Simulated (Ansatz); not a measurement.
`OC(F)[SeH]` + `O[SiH2][SiH3]` → `O[SiH2][SiH2][SeH]` + `OCF`  (formal exchange of groups at the Se–C bond)

Calculated with Ansatz (gas phase, PBE0-D4/def2-TZVP geometries, no zero-point term in ΔE). CBS: MP2 limit from def2 TZ/QZ plus the TZ coupled-cluster correction, frozen cores. Functionals use def2-TZVPP. B3LYP here is the variant with VWN-RPA as its local correlation; programs differ in this. For Se outer-core shells are correlated without core-valence functions, which leaves a few kJ/mol of doubt a bond. Scalar relativity is left out up to krypton. One conformer a species, not always the lowest.

```tsv
level	ΔE (kJ/mol)	difference from CCSD(T)/CBS
PBE-D4	-105.8	8.0
r2SCAN-D4	-106.9	6.9
ωB97X-V	-107.1	6.7
ωB97M-V	-108.9	4.9
B2PLYP	-107.3	6.5
PBE	-102.7	11.1
r2SCAN	-106.1	7.7
PBE0	-110.1	3.7
B3LYP	-103.3	10.5
HF/def2-TZVPP	-115.1	-1.3
MP2/def2-TZVPP	-113.7	0.1
CCSD(T)/def2-TZVPP	-107.9	5.9
HF/def2-QZVPP	-114.9	-1.1
SCS-MP2/def2-QZVPP	-113.2	0.6
HF/CBS(def2)	-114.9	-1.1
MP2/CBS(def2)	-119.6	-5.8
CCSD(T)/CBS	-113.8	0
```

Largest T1 diagnostic among the species: 0.012.

The D4 term adds −5.0 kJ/mol with B3LYP and −2.9 kJ/mol with PBE0; it sums over pairs of atoms, weighted by their polarisabilities, and B3LYP, whose exchange is more repulsive, gets the larger term. From PBE to PBE0 (25 % exact exchange), in def2-TZVPP and without D4, ΔE moves by −7.4 kJ/mol.
